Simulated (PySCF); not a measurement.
A run for PySCF: R-BP86/6-31G* on CH4BFS (SMILES CB(F)S).

```python
from pyscf import gto, scf, dft, mp
from pyscf.data.elements import chemcore

mol = gto.M(
    atom='''
    C    -1.11390393    0.06894496   -0.01634164
    B     0.41679387   -0.15067531    0.19093328
    F     0.84532144   -0.87572479    1.22927823
    S     1.63812777    0.55452392   -0.94482363
    H    -1.54272687    0.54839964    0.86904596
    H    -1.61659717   -0.89802420   -0.11640802
    H    -1.35841499    0.67509143   -0.88795173
    H     2.73139988    0.07746435   -0.32373244
    ''',
    basis='6-31g*',
    cart=True,
    charge=0, spin=0, verbose=3, max_memory=1800)
mf = dft.RKS(mol, xc='b88,p86')
mf.conv_tol = 1e-8
mf.max_cycle = 100
mf.kernel()
if not mf.converged:
    mf = mf.newton().run(mf.mo_coeff, mf.mo_occ)
```

It printed:

```
converged SCF energy = -563.503657143018
```

The calculation finished and met its thresholds.

Cost: about 11 core-seconds (a rough figure).
